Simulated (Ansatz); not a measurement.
`CN(C)c1ccc(-c2ccc(-c3ccc(C#N)[se]3)[se]2)[se]1`. The state is a singlet with charge 0. Geometry r2SCAN-D4/def2-SVP, basis def2-TZVP, Ansatz.

| run | HOMO (eV) | LUMO (eV) |
| --- | --- | --- |
| A | -5.20 | -2.36 |
| B | -5.82 | -1.61 |
| C | -4.46 | -2.88 |
| D | -4.58 | -2.87 |

Single mean-field runs in def2-TZVP are fitted with def2-universal-jkfit.

Question: The runs used BHLYP, PBE, PBE0, r2SCAN. Estimate which is which.

Answer: A PBE0 (25 % exact exchange); B BHLYP (50 % exact exchange); C PBE (0 % exact exchange); D r2SCAN (0 % exact exchange). Exact exchange lowers occupied and raises empty levels; among semilocal functionals meta-GGAs tend to open the gap a little, and such runs are hard to tell apart. The gap grows from 1.57 eV (PBE) to 4.21 eV (BHLYP).
